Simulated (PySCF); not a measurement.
**Electron correlation in Pb (lead, neutral)**

[Xe] 4f14 5d10 6s1 6p3, high-spin 5S determinant (an excited configuration). Calculation: PySCF 2.14, in aug-cc-pVTZ-DK3; the spin-free X2C one-electron Hamiltonian (Gaussian nucleus). Frozen: [Xe] 4f14 5d10; 4 electrons correlated.

MP2 pair energies summed by pair of shells (mhartree):

```tsv
pair	energy	share (%)
6p-6p	-10.61	75.7
6s-6p	-3.40	24.3
```

Total MP2 correlation energy: -14.00 mhartree.

Same-spin part -14.00 and opposite-spin part 0.00 mhartree; SCS-MP2 scales them by 1/3 and 6/5 to -4.67 mhartree.

Spin-orbit coupling is strong in this species, so the high-spin LS determinant is a model state.
